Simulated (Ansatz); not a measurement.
System: SiCl, charge 0, multiplicity 2. 
Geometry from a B3LYP-D3(BJ)/def2-TZVP (Ansatz, a first-principles code) optimisation:
SMILES: [Si]Cl
```xyz
2

Si     0.0000     0.0000    -1.1428
Cl     0.0000     0.0000     0.9411
```
Charge 0, spin multiplicity 2.

Quantity: vertical ionisation energy (to the singlet state of charge +1; each state is the SCF solution reached for its spin), in eV. Valence correlation only, unless marked. UHF or UKS for open shells. No spin-orbit coupling. Non-relativistic. CBS(X,Y): correlation extrapolated as X^-3; Hartree-Fock from the larger set.

```tsv
level	program	vertical ionisation energy (eV)
r2SCAN/def2-TZVPD	Ansatz	7.62
PBE0/def2-TZVPD	Ansatz	7.61
```

Question: Predict the CCSD(T)/CBS(aug-cc-pV(T+d)Z,aug-cc-pV(Q+d)Z) result (Ansatz).

Answer: 7.51 eV
